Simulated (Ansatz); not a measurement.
C3H3Br (SMILES C=C=CBr), singlet, geometry from GFN2-xTB; Ansatz (a program for electronic structure) with HF/def2-TZVPP.

Here is a job for Ansatz.
Ansatz 0.2 input:
```yaml
crystal:
  periodic: [false, false, false]
  atoms:
    - {symbol: C, position_ang: [-2.64437509, -1.08576653, -0.28164773]}
    - {symbol: C, position_ang: [-1.35252030, -1.03399358, -0.32443348]}
    - {symbol: C, position_ang: [-0.06330987, -0.94794119, -0.35417370]}
    - {symbol: Br, position_ang: [0.86212749, 0.63920726, 0.19930818]}
    - {symbol: H, position_ang: [-3.25027680, -0.79612318, -1.12520588]}
    - {symbol: H, position_ang: [-3.16752026, -1.44284487, 0.59094307]}
    - {symbol: H, position_ang: [0.60456662, -1.72707825, -0.67999389]}
basis:
  gaussian:
    orbitals: def2-TZVPP
hamiltonian:
  xc: hf
```

Output, abridged:

```
Functional definition: HF
1331 factors; their error is unknown
mean field evaluation 1: about -73133.2123 eV, gradient 2.5e1 eV
mean field evaluation 2: about -73134.8725 eV, gradient 1.1e1 eV
mean field evaluation 4: about -73135.2144 eV, gradient 9.0e-1 eV
mean field evaluation 8: about -73135.2179 eV, gradient 1.2e-1 eV
mean field evaluation 16: about -73137.0797 eV, gradient 1.8e-2 eV
mean field -73137.07969950 eV, -2687.7381048636 hartree, gradient 1.8e-5 eV, S^2 0.000000; 0 other end points of the search recorded, 0 dependent functions left out
reference -73137.07969950 eV, -2687.7381048636 hartree; 28, 28 occupied and 155, 155 virtual orbitals, 1331 factors
Total energy: -73137.07969950 eV, -2687.7381048636 hartree
```
